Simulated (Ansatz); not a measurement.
Mulliken charges of CF$_{2}$NSn (`N#[C][Sn]([F])[F]`) radical from r2SCAN/def2-TZVPP in Ansatz (PBE0-D4/def2-TZVP geometry).

| atom | x (Å) | y (Å) | z (Å) | charge (e) |
| --- | --- | --- | --- | --- |
| N1 | 1.316 | -1.576 | 1.360 | -0.049 |
| C2 | 0.644 | -0.818 | 0.810 | -0.304 |
| Sn3 | -0.708 | 0.614 | 0.020 | 1.217 |
| F4 | -1.579 | -0.249 | -1.439 | -0.432 |
| F5 | 0.376 | 1.954 | -0.792 | -0.432 |

Q: By hand: the dipole of these point charges (1 e Å = 4.8032 D).

A: Σ q r = (-0.602, 0.337, 0.675) e Å, of length 0.965 e Å = 4.64 D.

Q: How does the dipole of the full density compare? (Best estimate.)

A: Computed: (-0.518, 0.367, 0.317) e Å, 3.41 D; the point charges give 1.36 times that, at 18° from its direction.

Point charges leave out the atoms' own dipoles, such as those of lone pairs, and Mulliken's split depends on the basis, so the two needn't agree.
